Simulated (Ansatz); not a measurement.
Sb₂AsP⁺, that is PAsSbSb tetrahedron with one electron fewer. Charge 1, multiplicity 2. Geometry PBE0-D4/def2-SVP, that of the neutral singlet; atoms count from 1.

```xyz
4

P     1.433    0.119   -0.210
As   -0.484    1.445    0.059
Sb   -0.272   -0.770    1.461
Sb   -0.677   -0.793   -1.310
```

In the def2 sets Sb takes a core potential; there is no spin–orbit coupling.

Question: Estimate the Mulliken populations from the PBE0/def2-TZVP orbitals of Ansatz.

Answer: 
| atom | charge (e) | spin (α − β) |
| --- | --- | --- |
| P1 | 0.01 | 0.24 |
| As2 | 0.18 | 0.31 |
| Sb3 | 0.40 | 0.23 |
| Sb4 | 0.40 | 0.22 |
Mulliken values depend strongly on the basis.

Question: Where does the spin sit?

Answer: Summed by element: P 0.24, As 0.31, Sb 0.45, of 1 unpaired in all. Largest on single atoms: As2 0.31, P1 0.24, Sb3 0.23.

Question: And the Mayer bond orders between heavy atoms (over 0.3)?

Answer: P1–As2 1.18 (2.35 Å); P1–Sb3 0.92 (2.55 Å); P1–Sb4 0.89 (2.55 Å); As2–Sb3 0.86 (2.63 Å); As2–Sb4 0.89 (2.63 Å); Sb3–Sb4 1.13 (2.80 Å).
